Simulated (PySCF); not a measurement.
MF cations for M along the second period

CCSD(T) with double-zeta basis sets in PySCF, for the lowest determinant that a PBE0 search found; no spin–orbit coupling. De refers to high-spin ground-configuration atoms (the charge goes to the atom of lower measured ionisation energy or higher electron affinity, which is not always the lowest computed limit).

```
 M          basis  reference, frozen orbitals  charged atom  state (unpaired electrons)  Re (Å)  ωe (cm⁻¹)  De (eV)
Li        cc-pVDZ                      UHF, 1           Li+               doublet (π ↑)   2.113        286     0.42
Be        cc-pVDZ                      RHF, 1           Be+      singlet (closed shell)   1.374       1356     5.35
 B    aug-pcseg-1                      UHF, 2            B+               doublet (σ ↑)   1.232       1633     4.43
 C    aug-cc-pVDZ                      RHF, 2            C+      singlet (closed shell)   1.178       1685     7.20
 O       def2-SVP                      UHF, 2            O+              triplet (π ↑↑)   1.237       1293     2.39
 F  jorge-DZP-DKH                      UHF, 2            F+               doublet (π ↑)   1.343        984     2.41
```

The shortest bond is that of CF⁺ (1.178 Å), the longest that of LiF⁺ (2.113 Å). CF⁺ is bound most strongly (7.20 eV) and LiF⁺ least (0.42 eV).

The rows differ in basis set, which adds steps of its own.

The state changes along the series, so neighbouring rows are not always alike in their bonding.

Correlated steps freeze the inner cores (1 to 2 orbitals); shallow outer-core shells are correlated. Weak bonds: LiF⁺. Basis-set superposition, not corrected here, can be much of De in a small basis, most of all at correlated wavefunction levels. For an ion De counts to the pair picked by the measured ionisation energies or electron affinities, which need not be the lowest pair at this level. Where the molecule has an RHF reference, its open-shell atoms are computed with UHF. The CCSD T1 diagnostic is raised in CF⁺, OF⁺, a sign that a single reference may not be enough there. States were picked by a PBE0 search and need not be the measured ground states.
